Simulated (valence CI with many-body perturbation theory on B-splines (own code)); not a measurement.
## Ce9+: electric-dipole lines

Level of theory: configuration interaction combined with many-body perturbation theory (CI+MBPT): three valence electrons over a frozen Dirac-Fock core [Kr] 4d10, radial functions for each j: 8 s, 8 p, 9 d, 9 f, 6 g, 3 h, 2 i, with the one-electron correlation potential Σ1 (screened to all orders), the two-electron term Σ2, the three-electron term Σ3, Breit, model QED; selected single and double excitations, second order for the rest, scaled by the run's own slope (own B-spline code, finite nucleus).

No measured levels were compared; by estimate levels hold to about 250 cm⁻¹ or 0.2 % of their energy and the worst to 1 %, as in measured heavy ions of charge 2 to 7; those with d or f electrons hold less well. Core correlation moves these levels by up to 41000 cm⁻¹, and in measured spectra 5 to 20 % of such shifts remained as error; rates that hang on mixing are uncertain with them.

Lines 1 to 50 of 120 in falling wavelength, among levels below 314360 cm⁻¹, chosen from the strongest by gf and those to the six lowest levels. Wavelengths and rates use the calculated energies, so an error of 400 cm⁻¹ moves a line at 969.6 Å by 0.39 % and its rate by three times that or more. Electric multipoles are in the length gauge, E1 and E2 with the static RPA response of the core. Weak lines are less certain than strong ones. Lines between different terms over intervals too small for the method are left out, as are lines whose strength nearly cancels.

Names give the largest LS component (configuration and term), which can be under half, so a name can repeat, a term be missing and a line seem to break the LS rules; names also repeat where a configuration has a term twice. Letters in brackets count levels of one name in rising energy.

| λ vac (Å) | Upper | Lower | A (s⁻¹) | S (a.u.) with core polarisation | S without |
| --- | --- | --- | --- | --- | --- |
| 969.6 | 5s5p² ⁴P_3/2 | 4f5s² ²F°_5/2 | 1.17e+06 | 2.10e-03 | 2.59e-03 |
| 945.7 | 5s5p² ⁴P_1/2 | 5s²5p ²P°_3/2 | 1.81e+07 | 1.51e-02 | 2.03e-02 |
| 895.8 | 5s5p² ⁴P_5/2 | 4f5s² ²F°_7/2 | 1.29e+07 | 2.74e-02 | 3.29e-02 |
| 875.5 | 5s5p² ⁴P_5/2 | 4f5s² ²F°_5/2 | 2.68e+06 | 5.33e-03 | 6.76e-03 |
| 800.7 | 5s5p² ⁴P_3/2 | 5s²5p ²P°_3/2 | 3.78e+07 | 3.83e-02 | 5.18e-02 |
| 797.7 | 4f5s5p ⁴G_5/2 | 4f5s² ²F°_7/2 | 3.75e+06 | 5.64e-03 | 7.50e-03 |
| 781.6 | 4f5s5p ⁴G_5/2 | 4f5s² ²F°_5/2 | 2.68e+07 | 3.79e-02 | 4.99e-02 |
| 777.9 | 4f5s5p ⁴F_7/2 [a] | 4f5s² ²F°_7/2 | 1.79e+06 | 3.33e-03 | 4.41e-03 |
| 762.5 | 4f5s5p ⁴F_7/2 [a] | 4f5s² ²F°_5/2 | 3.99e+07 | 6.99e-02 | 9.25e-02 |
| 758.9 | 4f5s5p ⁴F_3/2 | 4f5s² ²F°_5/2 | 2.38e+08 | 2.05e-01 | 2.64e-01 |
| 751.7 | 4f5s5p ⁴F_5/2 | 4f5s² ²F°_7/2 | 6.68e+07 | 8.40e-02 | 1.12e-01 |
| 751.1 | 4f5s5p ²F_7/2 [a] | 4f5s² ²F°_7/2 | 1.03e+08 | 1.72e-01 | 2.26e-01 |
| 742.7 | 4f5s5p ⁴F_9/2 | 4f5s² ²F°_7/2 | 1.78e+08 | 3.59e-01 | 4.75e-01 |
| 737.4 | 4f5s5p ⁴F_5/2 | 4f5s² ²F°_5/2 | 1.83e+08 | 2.18e-01 | 2.87e-01 |
| 736.8 | 4f5s5p ²F_7/2 [a] | 4f5s² ²F°_5/2 | 1.88e+08 | 2.97e-01 | 3.92e-01 |
| 735.4 | 5s5p² ⁴P_5/2 | 5s²5p ²P°_3/2 | 3.16e+08 | 3.73e-01 | 5.04e-01 |
| 725.6 | 5s5p² ²D_3/2 | 4f5s² ²F°_5/2 | 8.67e+06 | 6.54e-03 | 6.06e-03 |
| 718.6 | 4f5s5p ²F_5/2 [a] | 4f5s² ²F°_7/2 | 3.22e+07 | 3.54e-02 | 4.98e-02 |
| 718.5 | 5s5p² ⁴P_1/2 | 5s²5p ²P°_1/2 | 3.08e+08 | 1.13e-01 | 1.52e-01 |
| 705.5 | 4f5s5p ²F_5/2 [a] | 4f5s² ²F°_5/2 | 1.05e+08 | 1.09e-01 | 1.44e-01 |
| 695.6 | 4f5s5p ²G_7/2 [a] | 4f5s² ²F°_7/2 | 3.07e+08 | 4.08e-01 | 5.40e-01 |
| 683.3 | 4f5s5p ²G_7/2 [a] | 4f5s² ²F°_5/2 | 4.83e+07 | 6.09e-02 | 8.04e-02 |
| 673.7 | 5s5p² ²D_5/2 | 4f5s² ²F°_7/2 | 1.94e+08 | 1.76e-01 | 2.15e-01 |
| 668.0 | 4f5s5p ⁴G_5/2 | 5s²5p ²P°_3/2 | 4.91e+06 | 4.33e-03 | 5.53e-03 |
| 662.1 | 5s5p² ²D_5/2 | 4f5s² ²F°_5/2 | 1.77e+06 | 1.52e-03 | 2.46e-03 |
| 651.4 | 4f5s5p ⁴F_3/2 | 5s²5p ²P°_3/2 | 1.04e+07 | 5.70e-03 | 7.68e-03 |
| 635.4 | 4f5s5p ⁴F_5/2 | 5s²5p ²P°_3/2 | 2.24e+07 | 1.70e-02 | 2.18e-02 |
| 634.8 | 4f5s5p ⁴G_9/2 | 4f5s² ²F°_7/2 | 1.02e+07 | 1.29e-02 | 1.70e-02 |
| 633.5 | 4f5s5p ⁴F_7/2 [b] | 4f5s² ²F°_7/2 | 1.31e+08 | 1.31e-01 | 1.72e-01 |
| 631.6 | 5s5p² ⁴P_3/2 | 5s²5p ²P°_1/2 | 8.87e+06 | 4.41e-03 | 5.89e-03 |
| 626.7 | 5s5p² ²D_3/2 | 5s²5p ²P°_3/2 | 9.55e+07 | 4.64e-02 | 6.06e-02 |
| 623.3 | 4f5s5p ⁴F_7/2 [b] | 4f5s² ²F°_5/2 | 1.82e+07 | 1.74e-02 | 2.30e-02 |
| 620.3 | 4f5s5p ⁴D_5/2 | 4f5s² ²F°_7/2 | 1.18e+07 | 8.33e-03 | 9.64e-03 |
| 611.6 | 4f5s5p ²F_5/2 [a] | 5s²5p ²P°_3/2 | 2.82e+08 | 1.91e-01 | 2.54e-01 |
| 610.5 | 4f5s5p ⁴D_5/2 | 4f5s² ²F°_5/2 | 9.64e+07 | 6.49e-02 | 8.61e-02 |
| 607.9 | 4f5s5p ²F_7/2 [b] | 4f5s² ²F°_7/2 | 1.23e+08 | 1.09e-01 | 1.42e-01 |
| 599.8 | 4f5s5p ⁴D_3/2 | 4f5s² ²F°_5/2 | 1.77e+07 | 7.53e-03 | 1.05e-02 |
| 598.5 | 4f5s5p ²F_7/2 [b] | 4f5s² ²F°_5/2 | 4.73e+07 | 4.00e-02 | 5.29e-02 |
| 583.3 | 4f5s5p ²D_5/2 [a] | 4f5s² ²F°_7/2 | 3.88e+08 | 2.28e-01 | 2.87e-01 |
| 578.8 | 5s5p² ²D_5/2 | 5s²5p ²P°_3/2 | 9.97e+08 | 5.72e-01 | 7.75e-01 |
| 578.6 | 4f5s5p ²G_9/2 [a] | 4f5s² ²F°_7/2 | 4.42e+06 | 4.23e-03 | 5.38e-03 |
| 574.6 | 4f5s5p ²D_5/2 [a] | 4f5s² ²F°_5/2 | 4.42e+08 | 2.48e-01 | 3.27e-01 |
| 570.7 | 5s5p² ²P_1/2 | 5s²5p ²P°_3/2 | 6.91e+08 | 1.27e-01 | 1.69e-01 |
| 554.0 | 4f5s5p ²D_3/2 [a] | 4f5s² ²F°_5/2 | 1.14e+07 | 3.81e-03 | 6.74e-03 |
| 538.9 | 4f5s5p ⁴D_5/2 | 5s²5p ²P°_3/2 | 1.35e+07 | 6.24e-03 | 9.33e-03 |
| 534.9 | 4f5s5p ⁴F_3/2 | 5s²5p ²P°_1/2 | 1.56e+09 | 4.70e-01 | 6.21e-01 |
| 530.6 | 4f5s5p ⁴D_3/2 | 5s²5p ²P°_3/2 | 1.87e+07 | 5.51e-03 | 7.08e-03 |
| 526.6 | 5s5p² ²P_3/2 | 4f5s² ²F°_5/2 | 6.81e+06 | 1.96e-03 | 1.32e-03 |
| 525.4 | 4f5s5p ⁴D_1/2 | 5s²5p ²P°_3/2 | 1.52e+02 | 2.18e-08 | 1.80e-08 |
| 520.4 | 4f5s5p ²F_5/2 [b] | 4f5s² ²F°_7/2 | 4.21e+08 | 1.76e-01 | 2.35e-01 |
